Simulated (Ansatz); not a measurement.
The cluster K4Na4. The state is a triplet with charge 0. Geometry B3LYP/def2-SVP, that of the neutral singlet.

```xyz
8

Na    2.394   -2.226    0.924
Na    3.007    0.586   -1.475
Na    0.173   -1.543   -1.778
Na   -2.174    1.848    1.635
K    -0.264    2.529   -1.848
K    -3.495   -0.615   -1.642
K     1.616    1.476    2.168
K    -1.257   -2.055    2.016
```

At PBE0/def2-TZVP a singlet of charge 0 lies 0.64 eV below the triplet at the same geometry. The structure comes from a short search, and lower isomers may exist.

**Question.** Estimate the α-spin orbital energies around the gap (eV) in Ansatz with PBE/def2-TZVP, PBE0/def2-TZVP.

**Answer.** 
```json
{"orbital": "HOMO−5", "PBE/def2-TZVP": "-18.37", "PBE0/def2-TZVP": "-20.39"}
{"orbital": "HOMO−4", "PBE/def2-TZVP": "-4.10", "PBE0/def2-TZVP": "-4.81"}
{"orbital": "HOMO−3", "PBE/def2-TZVP": "-3.14", "PBE0/def2-TZVP": "-3.62"}
{"orbital": "HOMO−2", "PBE/def2-TZVP": "-3.01", "PBE0/def2-TZVP": "-3.49"}
{"orbital": "HOMO−1", "PBE/def2-TZVP": "-2.79", "PBE0/def2-TZVP": "-3.12"}
{"orbital": "HOMO", "PBE/def2-TZVP": "-1.99", "PBE0/def2-TZVP": "-2.31"}
{"orbital": "LUMO", "PBE/def2-TZVP": "-1.81", "PBE0/def2-TZVP": "-1.41"}
{"orbital": "LUMO+1", "PBE/def2-TZVP": "-1.75", "PBE0/def2-TZVP": "-1.34"}
{"orbital": "LUMO+2", "PBE/def2-TZVP": "-1.65", "PBE0/def2-TZVP": "-1.26"}
{"orbital": "LUMO+3", "PBE/def2-TZVP": "-1.51", "PBE0/def2-TZVP": "-1.11"}
{"orbital": "LUMO+4", "PBE/def2-TZVP": "-1.41", "PBE0/def2-TZVP": "-1.01"}
{"orbital": "LUMO+5", "PBE/def2-TZVP": "-0.91", "PBE0/def2-TZVP": "-0.50"}
{"orbital": "β HOMO", "PBE/def2-TZVP": "-2.73", "PBE0/def2-TZVP": "-3.05"}
{"orbital": "β LUMO", "PBE/def2-TZVP": "-2.47", "PBE0/def2-TZVP": "-1.99"}
```
